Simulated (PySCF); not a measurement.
## Ionisation energy of Ni²⁶⁺ by level of theory

Ni²⁶⁺ 1s2 (1S) → Ni²⁷⁺ 1s1 (2S), as a difference of total energies. All numbers are calculated (PySCF 2.14, the non-relativistic Hamiltonian (point nucleus), in an even-tempered Gaussian basis (15 s from 30 bohr⁻², ratio 2.2; 7 p from 46 bohr⁻², ratio 2.4; 4 d from 140 bohr⁻², ratio 2.4; 3 f from 210 bohr⁻², ratio 2.4; 3 g from 310 bohr⁻², ratio 2.4)). Correlated levels: nothing frozen; virtual orbitals above 40 to 60 times the deepest correlated orbital energy dropped. The calculations carry no spin-orbit coupling.

```csv
method,ionisation energy (eV)
UHF,10193.7
LDA,10166.2
PBE,10190.2
PBE0,10191.4
r2SCAN,10195.0
TPSS,10195.1
PBEsol,10180.6
MP2 (all electrons),10194.9
SCS-MP2 (all electrons),10195.2
```

These non-relativistic numbers lack the scalar-relativistic shift.

For comparison: 10288.9 eV (theoretical estimate listed by NIST; NIST Atomic Spectra Database, ionization energies).
